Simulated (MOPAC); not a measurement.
Job for MOPAC: AM1 on C2H8O3Si (SMILES CC[Si](O)(O)O), a point of a bond scan (R = 4.278 Å).

```
AM1 1SCF PRECISE CHARGE=0 THREADS=1
C2H8O3Si

C     -4.37921502 1    -0.28105455 1     1.60160479 1
C     -3.10922824 1    -0.94196406 1     2.15516453 1
Si     0.43088891 1    -0.03629444 1    -0.06986989 1
O      0.73104536 1     1.57673213 1    -0.17645259 1
O      1.64473428 1    -0.84463593 1     0.70054269 1
O      0.32139261 1    -0.45404150 1    -1.65631513 1
H     -4.28928259 1     0.80662735 1     1.59585594 1
H     -4.57140423 1    -0.59240891 1     0.57339182 1
H     -5.25642147 1    -0.53967017 1     2.19772303 1
H     -2.94688864 1    -0.64316254 1     3.19601008 1
H     -3.22763608 1    -2.03018693 1     2.18283475 1
H      0.85933828 1     2.05601117 1     0.64490708 1
H      2.53245206 1    -0.75301895 1     0.34330061 1
H      0.20477095 1    -1.38469850 1    -1.85898189 1
```

Program output:

```
*******************************************************************************
 **                                                                           **
 **                              MOPAC v23.2.5                                **
 **                                                                           **
 *******************************************************************************
 ** MOPAC's Digital Object Identifier: https://doi.org/10.5281/zenodo.6511958 **
 **                                                                           **
 ** Please cite the open-source release paper for use of this MOPAC version:  **
 ** J. E. Moussa and J. J. P. Stewart (2026)                                  **
 ** MOPAC: An open-source semiempirical molecular orbital program             **
 ** J. Open Source Softw., 11(119), 8025, https://doi.org/10.21105/joss.08025 **
 *******************************************************************************

                              AM1 CALCULATION RESULTS

 *******************************************************************************
 *  AM1        - The AM1 Hamiltonian to be used
 *
 *
 *
 *                 CHARGE ON SYSTEM = 0
 *
 *
 *
 *  PRECISE    - TIGHTER CRITERIA TO BE USED
 *  1SCF       - DO 1 SCF AND THEN STOP
 *  THREADS=1  - MULTI-THREADING NOT USED
 *  T=         - A TIME OF 172800.0 SECONDS REQUESTED
 *  DUMP=N     - RESTART FILE WRITTEN EVERY 7200.0 SECONDS REQUESTED
 *******************************************************************************
AM1 1SCF PRECISE CHARGE=0 THREADS=1
 C2H8O3Si

   ATOM   CHEMICAL          X               Y               Z
  NUMBER   SYMBOL      (ANGSTROMS)     (ANGSTROMS)     (ANGSTROMS)

     1       C         -4.37921502  *  -0.28105455  *   1.60160479  *
     2       C         -3.10922824  *  -0.94196406  *   2.15516453  *
     3      Si          0.43088891  *  -0.03629444  *  -0.06986989  *
     4       O          0.73104536  *   1.57673213  *  -0.17645259  *
     5       O          1.64473428  *  -0.84463593  *   0.70054269  *
     6       O          0.32139261  *  -0.45404150  *  -1.65631513  *
     7       H         -4.28928259  *   0.80662735  *   1.59585594  *
     8       H         -4.57140423  *  -0.59240891  *   0.57339182  *
     9       H         -5.25642147  *  -0.53967017  *   2.19772303  *
    10       H         -2.94688864  *  -0.64316254  *   3.19601008  *
    11       H         -3.22763608  *  -2.03018693  *   2.18283475  *
    12       H          0.85933828  *   2.05601117  *   0.64490708  *
    13       H          2.53245206  *  -0.75301895  *   0.34330061  *
    14       H          0.20477095  *  -1.38469850  *  -1.85898189  *



          CARTESIAN COORDINATES

    NO.       ATOM           X           Y           Z

     1         C         -4.3792     -0.2811      1.6016
     2         C         -3.1092     -0.9420      2.1552
     3        Si          0.4309     -0.0363     -0.0699
     4         O          0.7310      1.5767     -0.1765
     5         O          1.6447     -0.8446      0.7005
     6         O          0.3214     -0.4540     -1.6563
     7         H         -4.2893      0.8066      1.5959
     8         H         -4.5714     -0.5924      0.5734
     9         H         -5.2564     -0.5397      2.1977
    10         H         -2.9469     -0.6432      3.1960
    11         H         -3.2276     -2.0302      2.1828
    12         H          0.8593      2.0560      0.6449
    13         H          2.5325     -0.7530      0.3433
    14         H          0.2048     -1.3847     -1.8590

  H: (AM1): M.J.S. DEWAR ET AL, J. AM. CHEM. SOC. 107 3902-3909 (1985)
  C: (AM1): M.J.S. DEWAR ET AL, J. AM. CHEM. SOC. 107 3902-3909 (1985)
  O: (AM1): M.J.S. DEWAR ET AL, J. AM. CHEM. SOC. 107 3902-3909 (1985)
 Si: (AM1): M.J.S.DEWAR, C. JIE, ORGANOMETALLICS, 6, 1486-1490 (1987).

           Empirical Formula: C2 H8 O3 Si  =    14 atoms



      MOLECULAR POINT GROUP   :   Cs


      RHF CALCULATION, NO. OF DOUBLY OCCUPIED LEVELS = 19



 ALL CONVERGERS ARE NOW FORCED ON
 SHIFT=10, PULAY ON, CAMP-KING ON
 AND ITERATION COUNTER RESET



 -------------------------------------------------------------------------------
 AM1 1SCF PRECISE CHARGE=0 THREADS=1
 C2H8O3Si



     1SCF WAS SPECIFIED, SO BFGS WAS NOT USED
     SCF FIELD WAS ACHIEVED


                              AM1 CALCULATION
                                                       MOPAC v23.2.5 Linux




          FINAL HEAT OF FORMATION =        -91.25756 KCAL/MOL =    -381.82163 KJ/MOL


          COSMO AREA              =        163.80 SQUARE ANGSTROMS
          COSMO VOLUME            =        145.52 CUBIC ANGSTROMS

          IONIZATION POTENTIAL    =          6.184206 EV
          HOMO LUMO ENERGIES (EV) =         -6.184 -2.286
          NO. OF FILLED LEVELS    =         19
          MOLECULAR WEIGHT        =        108.1689         POINT GROUP:  Cs

          MOLECULAR DIMENSIONS (Angstroms)

            Atom       Atom       Distance
            H    13    H     9     8.00943
            H    14    H    12     4.30525
            H    10    O     6     3.35029


          SCF CALCULATIONS        =          1





   ATOM   CHEMICAL          X               Y               Z
  NUMBER   SYMBOL      (ANGSTROMS)     (ANGSTROMS)     (ANGSTROMS)

     1       C         -4.37921502  *  -0.28105455  *   1.60160479  *
     2       C         -3.10922824  *  -0.94196406  *   2.15516453  *
     3      Si          0.43088891  *  -0.03629444  *  -0.06986989  *
     4       O          0.73104536  *   1.57673213  *  -0.17645259  *
     5       O          1.64473428  *  -0.84463593  *   0.70054269  *
     6       O          0.32139261  *  -0.45404150  *  -1.65631513  *
     7       H         -4.28928259  *   0.80662735  *   1.59585594  *
     8       H         -4.57140423  *  -0.59240891  *   0.57339182  *
     9       H         -5.25642147  *  -0.53967017  *   2.19772303  *
    10       H         -2.94688864  *  -0.64316254  *   3.19601008  *
    11       H         -3.22763608  *  -2.03018693  *   2.18283475  *
    12       H          0.85933828  *   2.05601117  *   0.64490708  *
    13       H          2.53245206  *  -0.75301895  *   0.34330061  *
    14       H          0.20477095  *  -1.38469850  *  -1.85898189  *

                             CARTESIAN COORDINATES

   1    C       -4.379215020    -0.281054550     1.601604790
   2    C       -3.109228240    -0.941964060     2.155164530
   3   Si        0.430888910    -0.036294440    -0.069869890
   4    O        0.731045360     1.576732130    -0.176452590
   5    O        1.644734280    -0.844635930     0.700542690
   6    O        0.321392610    -0.454041500    -1.656315130
   7    H       -4.289282590     0.806627350     1.595855940
   8    H       -4.571404230    -0.592408910     0.573391820
   9    H       -5.256421470    -0.539670170     2.197723030
  10    H       -2.946888640    -0.643162540     3.196010080
  11    H       -3.227636080    -2.030186930     2.182834750
  12    H        0.859338280     2.056011170     0.644907080
  13    H        2.532452060    -0.753018950     0.343300610
  14    H        0.204770950    -1.384698500    -1.858981890


           Empirical Formula: C2 H8 O3 Si  =    14 atoms



      MOLECULAR POINT GROUP   :   Cs


                  EIGENVALUES
 -36.69446 -36.68891 -36.41887 -31.71739 -22.47205 -19.78150 -18.73355 -17.35992
 -15.36525 -15.08015 -14.53768 -14.28764 -13.56039 -12.99518 -12.75743 -12.71217
 -12.37098 -11.35603  -6.18421  -2.28616   1.20042   1.42132   2.05538   4.69774
   4.90481   5.05543   5.21542   5.30619   5.42481   5.65330   5.83018   5.85263


              NET ATOMIC CHARGES AND DIPOLE CONTRIBUTIONS

  ATOM NO.   TYPE          CHARGE      No. of ELECS.   s-Pop       p-Pop
    1          C          -0.201718        4.2017     1.21791     2.98381
    2          C          -0.290610        4.2906     1.34758     2.94303
    3         Si           1.330579        2.6694     0.85648     1.81294
    4          O          -0.622071        6.6221     1.83715     4.78492
    5          O          -0.668207        6.6682     1.83790     4.83031
    6          O          -0.622249        6.6222     1.83712     4.78512
    7          H           0.064724        0.9353     0.93528
    8          H           0.064877        0.9351     0.93512
    9          H           0.069427        0.9306     0.93057
   10          H           0.061389        0.9386     0.93861
   11          H           0.061425        0.9386     0.93857
   12          H           0.254062        0.7459     0.74594
   13          H           0.244196        0.7558     0.75580
   14          H           0.254176        0.7458     0.74582
 DIPOLE           X         Y         Z       TOTAL
 POINT-CHG.     0.850    -0.255     0.137     0.898
 HYBRID         0.658    -0.144     0.024     0.674
 SUM            1.508    -0.400     0.161     1.569


          ATOMIC ORBITAL ELECTRON POPULATIONS

     Atom    s        px        py        pz
    1  C   1.21791   0.96369   1.01019   1.00993
    2  C   1.34758   0.98252   0.97182   0.98869
    3 Si   0.85648   0.73655   0.52124   0.55515
    4  O   1.83715   1.87755   1.48563   1.42175
    5  O   1.83790   1.27675   1.82176   1.73180
    6  O   1.83712   1.89473   1.32731   1.56308
    7  H   0.93528
    8  H   0.93512
    9  H   0.93057
   10  H   0.93861
   11  H   0.93857
   12  H   0.74594
   13  H   0.75580
   14  H   0.74582

 **********************
 *                    *
 * JOB ENDED NORMALLY *
 *                    *
 **********************




 == MOPAC DONE ==
```

The run finished.

Cost: very roughly 0.4 core-seconds.
